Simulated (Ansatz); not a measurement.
Input file for Ansatz (a quantum-chemistry and plane-wave program): R-CCSD(T)/aug-cc-pVTZ on BFHO (SMILES [OH+]=BF), atoms moved off the minimum. Charge +1.

Ansatz 0.2 input:
```yaml
crystal:
  periodic: [false, false, false]
  atoms:
    - {symbol: O, position_ang: [-1.11525074, 0.03876829, 0.32824508]}
    - {symbol: B, position_ang: [0.03541403, -0.10153232, -0.01127582]}
    - {symbol: F, position_ang: [1.30151599, -0.09212180, -0.43320198]}
    - {symbol: H, position_ang: [-1.85173109, -0.07871249, 0.94771881]}
basis:
  gaussian:
    orbitals: aug-cc-pVTZ
total_charge: 1
magnetization: {spin_polarized: false}
correlation: {method: ccsd_t, electrons: outside_noble_gas}
scf: {lower_state_search: off}
output: {forces: true}
```

Question: What total energy does the run end on?

Answer: -200.0132 hartree (reference determinant -199.4224, T1 diagnostic 0.015).

Question: How many basis functions does it have, and what does it roughly cost on one machine?

Answer: 161 functions; very roughly 4 core-minutes.
